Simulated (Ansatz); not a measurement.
PtS₂. Total charge 0; triplet. Geometry PBE0-D4/def2-TZVPD, that of the charge -1 doublet; atoms count from 1.

```xyz
3

Pt    0.176   -0.100   -0.246
S     1.034   -1.108    1.396
S    -1.210    1.208   -1.149
```

In the def2 sets Pt takes a core potential; there is no spin–orbit coupling. The charge 0 triplet is spin-contaminated (final ⟨S²⟩ up to 2.19, 2.00 for a pure state). At PBE0-D4/def2-TZVPD a singlet of charge 0 lies 0.48 eV below the triplet at the same geometry. The structure comes from a short search, and lower isomers may exist.

Estimate the Mulliken populations from the PBE0/def2-TZVPD orbitals of Ansatz.


| atom | charge (e) | spin (α − β) | d electrons |
| --- | --- | --- | --- |
| Pt1 | 0.34 | 0.60 | 8.39 |
| S2 | -0.18 | 0.38 | – |
| S3 | -0.16 | 1.03 | – |
Mulliken values and Mayer orders depend strongly on the basis. With diffuse functions, as here, like atoms can get unlike values, and bond orders can come out too low or too high.

Where does the spin sit?

Summed by element: Pt 0.60, S 1.40, of 2 unpaired in all. Largest on single atoms: S3 1.03, Pt1 0.60, S2 0.38.

And the Mayer bond orders between bonded heavy atoms (over 0.3)?

Pt1–S2 1.62 (2.11 Å); Pt1–S3 1.58 (2.11 Å). Values over 0.3 also appear between atoms too far apart for a bond (S2–S3 0.45 at 4.11 Å); they arise where an orbital or an unpaired electron spreads over both atoms.
